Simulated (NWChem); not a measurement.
Molecule: SiH$_{2}$S$_{2}$, singlet; SMILES S[Si]S

```xyz
5

Si    -1.0092     0.0125     0.0000
S      0.3724     1.6678     0.0000
H      1.5637     1.0219     0.0000
S      0.4421    -1.5812     0.0000
H     -0.4667    -2.5831     0.0000
```
Atoms are numbered in this order, from 1.

Program: NWChem. Low-valent species are run as closed-shell singlets; no triplet was tried in these runs. All runs use the structure optimised with PBE0/def2-SVP. Total energies compare along this basis series because the functional is fixed.

| level | basis functions | energy (Ha) | highest occupied level (eV) | orbital gap (eV) | dipole (D) |
|---|---|---|---|---|---|
| TPSS/pcseg-1 | 64 | -1087.1306 | -6.33 | 3.25 | 1.29 |
| TPSS/aug-pcseg-1 | 99 | -1087.1379 | -6.29 | 3.27 | 1.02 |
| TPSS/pcseg-2 | 130 | -1087.2309 | -6.27 | 3.26 | 1.13 |
| TPSS/STO-3G | 29 | -1074.9479 | -2.45 | 3.76 | 0.93 |
| TPSS/def2-SVP | 64 | -1086.8364 | -6.17 | 3.33 | 1.27 |
